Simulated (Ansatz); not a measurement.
Reaction (formal exchange of groups at the Si–Sn bond): `ClC[SiH2][SnH3]` + `CON` → `N[SiH2]CCl` + `C[O][SnH3]`

Program: Ansatz. Geometries: PBE0-D4/def2-TZVP. ΔE: electronic, gas phase. CBS: MP2 limit from def2 TZ/QZ plus the TZ coupled-cluster correction, frozen cores. This one scheme is used for every species. DFT in def2-TZVPP. Elements past krypton have def2 core potentials. For Sn outer-core shells are correlated without core-valence functions, which leaves a few kJ/mol of doubt a bond. One conformer a species, not always the lowest.

`ClC[SiH2][SnH3]`:

Cartesian coordinates in Å:
```
Cl 0.575 2.155 1.131
C -0.911 1.492 0.392
Si -0.446 0.177 -0.885
Sn 1.047 -1.591 0.215
H -1.451 2.325 -0.058
H -1.519 1.078 1.197
H -1.705 -0.430 -1.403
H 0.259 0.840 -2.013
H 2.664 -1.065 0.338
H 0.463 -1.943 1.781
H 1.025 -3.038 -0.695
```

`CON`:

```xyz
8

C     0.955   -0.349    0.129
O    -0.130   -0.053   -0.715
N    -1.188    0.468    0.071
H     0.686   -1.101    0.878
H     1.320    0.547    0.642
H     1.740   -0.744   -0.519
H    -1.402    1.368   -0.351
H    -1.981   -0.135   -0.135
```

`N[SiH2]CCl`:

```xyz
10

N    -1.460   -0.416   -0.776
Si   -0.339    0.678   -0.088
C     1.283   -0.097    0.490
Cl    0.913   -1.376    1.688
H    -1.860   -1.148   -0.212
H    -1.365   -0.705   -1.735
H    -0.946    1.318    1.105
H     0.002    1.687   -1.128
H     1.836   -0.568   -0.323
H     1.937    0.627    0.979
```

`C[O][SnH3]`:

Z-matrix (Å, degrees):
```
C
O 1 1.402
H 1 1.100 2 112.6
H 1 1.094 2 108.4 3 118.9
H 1 1.100 2 112.6 3 -122.2
Sn 2 1.967 1 119.0 3 61.1
H 6 1.709 2 107.4 1 -59.6
H 6 1.698 2 103.8 1 -180.0
H 6 1.709 2 107.4 1 59.7
```

CCSD(T)/CBS gives -257.2 kJ/mol.

(1) Another level gave -249.2 kJ/mol. Which?
A. revPBE-D4/def2-TZVPP
B. ωB97X-V/def2-TZVPP
C. ωB97M-V/def2-TZVPP
D. B2PLYP/def2-TZVPP

Largest T1 diagnostic among the species: 0.013.

Results:

(1) C. ωB97M-V -249.2, B2PLYP -256.6, ωB97X-V -244.9, revPBE-D4 -224.5 kJ/mol.

In def2-TZVPP, CCSD(T) changes the Hartree–Fock value by +22.9 kJ/mol (the triples alone add +3.0 kJ/mol) and MP2 by +6.5 kJ/mol. At CCSD(T), def2-SVP lies +37.3 kJ/mol from the extrapolated value and def2-TZVPP +7.1 kJ/mol.
